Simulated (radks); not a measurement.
Values are calculated unless marked as measured or tabulated.
Question: The vanadium ion V22+, 1s1. Code: a radial shooting solver on a logarithmic mesh with Libxc functionals. Model: non-relativistic Kohn-Sham, exchange-only PBE, spin-polarised, spherical densities, point nucleus. Every spin shell is full or empty, so the densities are truly spherical. Functionals are evaluated on that one density, not self-consistently. Rank these exchange functionals by their error against the exact value of the orbitals, and give that value: LDA, B88, PBEsol, revPBE, RPBE, PW91, WC, AM05, revTPSS, SCAN, MS2, Tao-Mo, TASK, MVS.

Answer: Exact: -7.18112 hartree. From best to worst, with 100 (|E| - |E exact|)/|E exact| (equal figures are ties): revTPSS +0.01, TASK +0.01, SCAN +0.01, MVS +0.01, MS2 +0.01, Tao-Mo +0.01, RPBE -0.40, revPBE -0.61, B88 -0.86, PW91 -1.78, WC -4.03, PBEsol -6.32, AM05 -11.01, LDA -14.22.
